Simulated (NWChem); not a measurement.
Total energies of H3N2

SMILES: [NH]N
```xyz
5

N      0.6511    -0.3566     0.0959
N     -0.5470     0.1891    -0.1233
H      1.3245     0.4159     0.0242
H     -0.7248     1.1746     0.0674
H     -1.3289    -0.4182     0.1002
```
Charge 0, spin multiplicity 2.

The numbers come from NWChem runs, not from measurements. Structure: optimised with UPBE0/def2-SVP, a minimum by its harmonic frequencies. It is one conformer; others weren't searched.

Basis set: cc-pVDZ (43 functions).

| method | total energy (Ha) | relative cost |
|---|---|---|
| UHF | -110.58496 | 1 |
| UMP2 | -110.90257 | under 3 |
| UB2PLYP | -111.11835 | under 3 |
| UPBE | -111.10045 | under 3 |
| UB3LYP | -111.23303 | under 3 |
| UPBE0 | -111.10733 | under 3 |

Total energies of different functionals aren't comparable as a measure of quality: only differences taken within one method are. Relative cost: rough, from shared machines, SCF included, UHF = 1.

The correlated methods keep 2 core orbitals frozen. B3LYP has NWChem's definition, with VWN1-RPA local correlation. The structure started from a generated list of species. The stability of the SCF solutions was not checked. Open-shell Hartree-Fock references start from PBE0 orbitals; any time given for them includes that run.
